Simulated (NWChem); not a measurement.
CH$_{5}$BS; SMILES B(S)C

```xyz
8

B     -0.5963    -0.4747     0.0000
H     -1.8113    -0.5359     0.0000
C      0.2947    -1.7645     0.0000
H      0.0368    -2.3908    -0.8826
H      0.0368    -2.3908     0.8826
H      1.3888    -1.5913     0.0000
S      0.1809     1.1430     0.0000
H     -0.9457     1.9102     0.0000
```
Atoms are numbered in this order, from 1.

Level: PBE-D3(BJ)/def2-SVP (NWChem), optimised geometry, unscaled harmonic frequencies. 

```json
[
 {"frequency (cm⁻¹)": "133", "IR intensity (km/mol)": "2.1"},
 {"frequency (cm⁻¹)": "276", "IR intensity (km/mol)": "2.0"},
 {"frequency (cm⁻¹)": "433", "IR intensity (km/mol)": "14.9"},
 {"frequency (cm⁻¹)": "675", "IR intensity (km/mol)": "2.1"},
 {"frequency (cm⁻¹)": "696", "IR intensity (km/mol)": "1.1"},
 {"frequency (cm⁻¹)": "766", "IR intensity (km/mol)": "4.2"},
 {"frequency (cm⁻¹)": "861", "IR intensity (km/mol)": "16.0"},
 {"frequency (cm⁻¹)": "875", "IR intensity (km/mol)": "23.3"},
 {"frequency (cm⁻¹)": "1012", "IR intensity (km/mol)": "3.5"},
 {"frequency (cm⁻¹)": "1124", "IR intensity (km/mol)": "115.7"},
 {"frequency (cm⁻¹)": "1267", "IR intensity (km/mol)": "68.2"},
 {"frequency (cm⁻¹)": "1379", "IR intensity (km/mol)": "4.3"},
 {"frequency (cm⁻¹)": "1384", "IR intensity (km/mol)": "5.9"},
 {"frequency (cm⁻¹)": "2553", "IR intensity (km/mol)": "100.1"},
 {"frequency (cm⁻¹)": "2613", "IR intensity (km/mol)": "3.4"},
 {"frequency (cm⁻¹)": "2960", "IR intensity (km/mol)": "0.6"},
 {"frequency (cm⁻¹)": "3032", "IR intensity (km/mol)": "2.6"},
 {"frequency (cm⁻¹)": "3071", "IR intensity (km/mol)": "10.8"}
]
```

```yaml
zero_point_energy: 35.9 kcal/mol
thermal correction to the enthalpy at 298.15 K (with zero-point energy): 39.5 kcal/mol
heat capacity Cv: 15.5 cal/(mol K)
entropy at 298.15 K and 1 atm (symmetry number 1): 68.4 cal/(mol K)
dipole_moment: 0.44 D
```

Rigid rotor and harmonic oscillator.
